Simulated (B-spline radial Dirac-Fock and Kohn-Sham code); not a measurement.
How the levels of erbium move as electrons are removed

These are calculated numbers from a radial finite-basis atomic code; the model is relaxed Dirac-Fock hole states (ΔSCF) with Breit and QED corrections and a finite nucleus. Each ion is free and in its tabulated ground configuration. Correlation energy is missing from these numbers.

Reference: Er⁴⁷⁺, [Ar] 3d3, with K (1s) 60429.0 eV, L1 (2s) 12614.6 eV, L2 (2p1/2) 12144.4 eV, M1 (3s) 4716.3 eV. Shifts from it, in eV (a dash: the subshell is empty, belongs to an open shell averaged over j, or its hole state is left out as unreliable):

| ion | configuration | K (1s) | L1 (2s) | L2 (2p1/2) | M1 (3s) |
| --- | --- | --- | --- | --- | --- |
| Er⁴⁸⁺ | [Ar] 3d2 | +161.1 | +154.0 | +156.4 | +113.7 |
| Er⁴⁹⁺ | [Ar] 3d1 | +324.6 | +310.0 | +314.8 | +228.6 |
| Er⁵⁰⁺ | [Ne] 3s2 3p6 | +490.5 | +468.0 | +475.5 | +344.7 |
| Er⁵¹⁺ | [Ne] 3s2 3p5 | +664.9 | +615.8 | +626.8 | +448.4 |
| Er⁵²⁺ | [Ne] 3s2 3p4 | +841.2 | +765.0 | +779.6 | +552.9 |
| Er⁵³⁺ | [Ne] 3s2 3p3 | +1019.6 | +915.6 | – | +658.2 |
| Er⁵⁴⁺ | [Ne] 3s2 3p2 | +1199.9 | +1067.5 | +1089.1 | +764.2 |
| Er⁵⁵⁺ | [Ne] 3s2 3p1 | +1382.3 | +1220.8 | +1246.4 | +871.1 |
